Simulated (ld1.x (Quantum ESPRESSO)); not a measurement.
## Configuration tests for Tm (Z = 69) (PAW)

```json
{"Element": "Tm", "Generator": "ld1.x (Quantum ESPRESSO) 7.5", "Type": "PAW", "Functional": "LDA (PZ)", "Relativity": "scalar-relativistic", "Frozen core": "[Kr] 4d10 4f12", "Valence charge": "11", "Reference configuration": "5s2 5p6 5d1 6s0.5 6p0 (charge +1.5)", "Partial waves": "5s (bound): rcut 1.55, rcutus 1.70 bohr; 6s (bound): rcut 1.55, rcutus 1.70 bohr; 5p (bound): rcut 2.30, rcutus 2.45 bohr; 6p (bound, empty): rcut 2.30, rcutus 2.45 bohr; 5d (bound): rcut 2.85, rcutus 3.45 bohr; 5d channel at 0.15 Ry: rcut 2.85, rcutus 3.45 bohr", "Local potential": "all-electron potential smoothed inside 2.75 bohr (lloc = -1)", "Core correction": "Bessel-smoothed model core, default radius (core density twice the valence density)", "Augmentation charge": "GAUSS, radius 1.45 bohr"}
```

Energies are relative to the spin-unpolarised reference configuration 5s2 5p6 5d1 6s0.5 6p0; without spin polarisation the order of configurations can differ from experiment.

```csv
valence configuration,charge,ΔE all-electron (eV),error AE − PS (meV)
5s2 5p6 5d1 6s2 6p0,0,-13.217,-0.2
5s2 5p6 5d1 6s0 6p0,+2,7.368,-4.3
5s2 5p6 5d0 6s2 6p0,+1,-7.491,+18
5s2 5p6 5d1 6s0 6p1,+1,-1.686,+6.7
5s2 5p6 5d2 6s0 6p0,+1,-3.736,+7.4
```

(1) What are ΔE and the potential's error for 5s2 5p6 5d0 6s0 6p0?

(2) What are ΔE and the potential's error for 5s2 5p6 5d1 6s1 6p0?

Levels in the configuration 5s2 5p6 5d1 6s0 6p0:

```json
{"level": "5s", "all-electron (eV)": "-72.397", "pseudo (eV)": "-72.442"}
{"level": "5p", "all-electron (eV)": "-45.045", "pseudo (eV)": "-45.080"}
{"level": "5d", "all-electron (eV)": "-15.387", "pseudo (eV)": "-15.402"}
```

Answers

(1) ΔE = 27.575 eV all-electron; the error (AE − PS) is -60 meV.

(2) ΔE = -5.854 eV all-electron; the error (AE − PS) is +0.9 meV.
